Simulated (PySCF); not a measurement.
`COCCCC(=O)O`, C5H10O3

Molfile (atoms numbered from 1):
```
C5H10O3
     RDKit          3D

 18 17  0  0  0  0  0  0  0  0999 V2000
   -2.5831    0.8081   -0.4482 C   0  0  0  0  0  0  0  0  0  0  0  0
   -1.4591    0.0122   -0.7065 O   0  0  0  0  0  0  0  0  0  0  0  0
   -0.8960   -0.5406    0.4651 C   0  0  0  0  0  0  0  0  0  0  0  0
    0.3449   -1.3431    0.0884 C   0  0  0  0  0  0  0  0  0  0  0  0
    1.3995   -0.4574   -0.5686 C   0  0  0  0  0  0  0  0  0  0  0  0
    2.0570    0.4832    0.4057 C   0  0  0  0  0  0  0  0  0  0  0  0
    1.9039    0.5009    1.5973 O   0  0  0  0  0  0  0  0  0  0  0  0
    2.8829    1.3354   -0.2201 O   0  0  0  0  0  0  0  0  0  0  0  0
   -3.3912    0.2224    0.0085 H   0  0  0  0  0  0  0  0  0  0  0  0
   -2.3362    1.6414    0.2220 H   0  0  0  0  0  0  0  0  0  0  0  0
   -2.9172    1.2010   -1.4064 H   0  0  0  0  0  0  0  0  0  0  0  0
   -1.6300   -1.1951    0.9607 H   0  0  0  0  0  0  0  0  0  0  0  0
   -0.6250    0.2608    1.1671 H   0  0  0  0  0  0  0  0  0  0  0  0
    0.7518   -1.7954    0.9930 H   0  0  0  0  0  0  0  0  0  0  0  0
    0.0557   -2.1304   -0.6077 H   0  0  0  0  0  0  0  0  0  0  0  0
    0.9409    0.1353   -1.3617 H   0  0  0  0  0  0  0  0  0  0  0  0
    2.1884   -1.0615   -1.0213 H   0  0  0  0  0  0  0  0  0  0  0  0
    3.3042    1.9293    0.4210 H   0  0  0  0  0  0  0  0  0  0  0  0
  1  2  1  0
  2  3  1  0
  3  4  1  0
  4  5  1  0
  5  6  1  0
  6  7  2  0
  6  8  1  0
  1  9  1  0
  1 10  1  0
  1 11  1  0
  3 12  1  0
  3 13  1  0
  4 14  1  0
  4 15  1  0
  5 16  1  0
  5 17  1  0
  8 18  1  0
M  END
```

Method used: GIAO B3LYP/pcSseg-1 magnetisability, rotational g tensor and spin-rotation constants, non-relativistic, gas phase (PySCF 2.14.0). Geometry: GFN2-xTB.

(1) Give the nuclear spin-rotation constants along the inertial axes (H = +C I·J) beside the isotropic shieldings.

(2) How do the rotational constants and the g tensor change when H9, H10, H11, H12, H13, H14, H15, H16, H17, H18 are replaced by deuterium?

## Answers

(1) Rotational constants 3.6226, 1.0407, 0.9896 GHz. A star marks the isotopologue with that one atom substituted, in its own axes.
```tsv
atom	isotope	Caa (kHz)	Cbb (kHz)	Ccc (kHz)	mean (kHz)	σ (ppm)
H9	1H	-0.090	-0.055	-0.080	-0.075	28.4
H10	1H	-0.275	-0.057	-0.031	-0.121	28.5
H11	1H	-0.297	-0.054	-0.017	-0.123	27.9
H12	1H	-0.106	-0.045	-0.083	-0.078	28.4
H13	1H	-0.255	-0.056	-0.028	-0.113	28.2
H14	1H	-0.289	-0.050	-0.057	-0.132	29.9
H15	1H	-0.294	-0.073	-0.037	-0.135	30.1
H16	1H	-0.282	-0.036	-0.059	-0.126	28.8
H17	1H	-0.252	-0.078	-0.043	-0.124	29.6
H18	1H	-0.179	-0.094	-0.026	-0.100	25.8
C1	13C*	0.712	0.218	0.234	0.388	119.3
O2	17O*	-0.308	-0.097	-0.046	-0.150	305.8
C3	13C*	0.898	0.240	0.229	0.456	105.9
C4	13C*	0.594	0.182	0.160	0.312	152.4
C5	13C*	0.583	0.172	0.174	0.310	152.0
C6	13C*	1.561	0.419	0.343	0.774	1.9
O7	17O*	-1.203	-0.333	-0.565	-0.700	-101.0
O8	17O*	-0.678	-0.177	-0.316	-0.390	119.5
```
For the geometry as given, no vibrational averaging.

(2) Constants 2.9883, 0.9277, 0.8727 GHz; g -0.0175, -0.0052, -0.0046, against -0.0214, -0.0058, -0.0053 before.
